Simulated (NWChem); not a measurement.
Program: NWChem. System: H2BeO, charge 0, spin multiplicity 1, at a geometry optimised with PBE0/def2-SVP. The structure started from a generated list of species. Level: real-time TD-B3LYP/6-31G* (spherical d), VWN1-RPA local correlation.

Input file:

```
start mol
memory heap 200 mb stack 900 mb global 1100 mb
geometry "system" units angstroms nocenter noautoz noautosym
  Be     0.044030     0.866944     0.000000
  H      0.111098     2.198387     0.000000
  O     -0.025630    -0.524512     0.000000
  H     -0.082176    -1.470069     0.000000
end
set geometry "system"
basis spherical
  * library 6-31g*
end
dft
  xc b3lyp
  semidirect memsize 60000000 filesize 0
  iterations 100
  convergence energy 1e-10 density 1e-9 gradient 1e-8
  tolerances tight
end
task dft energy
rt_tddft
  tmax 150.0
  dt 0.2
  tag "kick"
  print dipole
  field "kick"
    type delta
    polarization y
    max 0.0001
  end
  excite "system" with "kick"
end
task dft rt_tddft
```

NWChem printed:

```
             Northwest Computational Chemistry Package (NWChem) 7.3.0
             --------------------------------------------------------

                                NWChem Input Module
                                -------------------

 Scaling coordinates for geometry "system" by  1.889725989
 (inverse scale =  0.529177249)

                              Geometry "system" -> ""
                              -----------------------

 Output coordinates in angstroms (scale by  1.889725989 to convert to a.u.)

  No.       Tag          Charge          X              Y              Z
 ---- ---------------- ---------- -------------- -------------- --------------
    1 Be                   4.0000     0.04403000     0.86694400     0.00000000
    2 H                    1.0000     0.11109800     2.19838700     0.00000000
    3 O                    8.0000    -0.02563000    -0.52451200     0.00000000
    4 H                    1.0000    -0.08217600    -1.47006900     0.00000000

 Effective nuclear repulsion energy (a.u.)      20.8127410867

            Nuclear Dipole moment (a.u.)
            ----------------------------
        X                 Y               Z
 ---------------- ---------------- ----------------
     0.0000037795    -0.0000037795     0.0000000000


 Summary of "ao basis" -> "" (spherical)
 ------------------------------------------------------------------------------
       Tag                 Description            Shells   Functions and Types
 ---------------- ------------------------------  ------  ---------------------
 *                           6-31g*                   on all atoms

                                 NWChem DFT Module
                                 -----------------

 Summary of "ao basis" -> "ao basis" (spherical)
 ------------------------------------------------------------------------------
       Tag                 Description            Shells   Functions and Types
 ---------------- ------------------------------  ------  ---------------------
 Be                          6-31g*                  6       14   3s2p1d
[...]
        16        0.00        5.65884098E-01
        17        0.00        8.12831433E-01
        18        0.00        8.96129277E-01
        19        0.00        8.96129875E-01
        20        0.00        9.25120798E-01
        21        0.00        9.25127752E-01
        22        0.00        9.88730373E-01
        23        0.00        9.88735717E-01
        24        0.00        1.10148644E+00
        25        0.00        1.42721611E+00
        26        0.00        1.82095616E+00
        27        0.00        1.83376542E+00
        28        0.00        1.83376549E+00
        29        0.00        1.98954493E+00
        30        0.00        2.11943272E+00
        31        0.00        2.12012436E+00
        32        0.00        3.12350486E+00

  int2e_file: Failed to allocate cache ... halving

kick      0.00000        ### Propagation started ###
kick      0.00000        ### Checks passed ###
kick      0.00000   0.000000000000E+000   1.000000000000E-004   0.000000000000E+000     # Applied E-field [system] (alpha spin)
kick      0.00000   0.000000000000E+000   1.000000000000E-004   0.000000000000E+000     # Applied E-field [system] (beta spin)
kick      0.00000   2.081274108672E+001     # Enuc
kick      0.00000  -1.656780324648E+002     # Ecore
kick      0.00000   6.591873309436E+001     # Ecoul
kick      0.00000  -1.227037885825E+001     # Exc(1)
kick      0.00000   0.000000000000E+000     # Exc(2)
kick      0.00000  -9.121693714199E+001     # Etot
kick      0.00000   1.421085471520E-014     # Eadded
kick      0.00000  -4.561477131500E-002  -7.796378964379E-001  -3.939637825205E-014     # Dipole moment [system]
kick      0.00000        ### Saved restart file ###
kick      0.00000   3.446294360998E-010     # Magnus interpol (matrix 1 of 1)
kick      0.00000                     2     # Magnus total interpolations
kick      0.20000   0.000000000000E+000   0.000000000000E+000   0.000000000000E+000     # Applied E-field [system] (alpha spin)
kick      0.20000   0.000000000000E+000   0.000000000000E+000   0.000000000000E+000     # Applied E-field [system] (beta spin)
kick      0.20000   2.081274108672E+001     # Enuc
kick      0.20000  -1.656780311300E+002     # Ecore
kick      0.20000   6.591873176881E+001     # Ecoul
kick      0.20000  -1.227037886700E+001     # Exc(1)
kick      0.20000   0.000000000000E+000     # Exc(2)
kick      0.20000  -9.121693714146E+001     # Etot
kick      0.20000   5.342997155822E-010     # Eadded
kick      0.20000  -4.561477275094E-002  -7.796272154344E-001  -3.958752612119E-014     # Dipole moment [system]
kick      0.20000   3.544480264850E-010     # Magnus interpol (matrix 1 of 1)
kick      0.20000                     2     # Magnus total interpolations
kick      0.40000   0.000000000000E+000   0.000000000000E+000   0.000000000000E+000     # Applied E-field [system] (alpha spin)
kick      0.40000   0.000000000000E+000   0.000000000000E+000   0.000000000000E+000     # Applied E-field [system] (beta spin)
kick      0.40000   2.081274108672E+001     # Enuc
...
kick     28.20000   0.000000000000E+000   0.000000000000E+000   0.000000000000E+000     # Applied E-field [system] (alpha spin)
kick     28.20000   0.000000000000E+000   0.000000000000E+000   0.000000000000E+000     # Applied E-field [system] (beta spin)
kick     28.20000   2.081274108672E+001     # Enuc
kick     28.20000  -1.656780025919E+002     # Ecore
kick     28.20000   6.591870026963E+001     # Ecoul
kick     28.20000  -1.227037590529E+001     # Exc(1)
kick     28.20000   0.000000000000E+000     # Exc(2)
kick     28.20000  -9.121693714083E+001     # Etot
kick     28.20000   1.160444185189E-009     # Eadded
kick     28.20000  -4.561777756587E-002  -7.796968619110E-001  -4.024537691519E-014     # Dipole moment [system]
kick     28.20000   2.945332866489E-011     # Magnus interpol (matrix 1 of 1)
kick     28.20000
```
